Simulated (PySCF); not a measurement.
## wB97X on Tc⁺ (technetium, charge +1)

Configuration: [Kr] 4d5 5s1, high-spin 7S determinant. Calculation: PySCF 2.14, in x2c-QZVPPall; the spin-free X2C one-electron Hamiltonian (Gaussian nucleus).

* Total energy: -4285.16 hartree
* One-electron energy: -5893.82 hartree
* Hartree (Coulomb) energy: 1738.32 hartree
* Exchange-correlation energy: -129.65 hartree
* ⟨S²⟩: 12.0005
* ⟨L²⟩: 0.000
* Sum of ⟨r⟩: 28.83 bohr
* Sum of ⟨r²⟩: 42.08 bohr²
* Langevin diamagnetic susceptibility: -33.3 ×10⁻⁶ cm³/mol
* Time after the integrals: about 14 core-seconds

| shell | electrons | mean orbital energy (eV) | rms radius, mean of both spins (bohr) |
| --- | --- | --- | --- |
| 1s α | 1 | -20899.9 | 0.0394 |
| 1s β | 1 | -20899.9 | 0.0394 |
| 2s α | 1 | -3004.5 | 0.162 |
| 2s β | 1 | -3003.7 | 0.162 |
| 2p α | 3 | -2689.5 | 0.144 |
| 2p β | 3 | -2688.9 | 0.144 |
| 3s α | 1 | -537.71 | 0.444 |
| 3s β | 1 | -537.35 | 0.444 |
| 3p α | 3 | -433.80 | 0.448 |
| 3p β | 3 | -433.39 | 0.448 |
| 3d α | 5 | -265.59 | 0.437 |
| 3d β | 5 | -264.83 | 0.437 |
| 4s α | 1 | -88.570 | 1.13 |
| 4s β | 1 | -84.703 | 1.13 |
| 4p α | 3 | -59.915 | 1.26 |
| 4p β | 3 | -55.267 | 1.26 |
| 4d α | 5 | -19.183 | 1.79 |
| 5s α | 1 | -14.345 | 3.20 |

Densities and radii are taken from the X2C orbitals without a picture-change correction, which distorts them close to the nucleus.
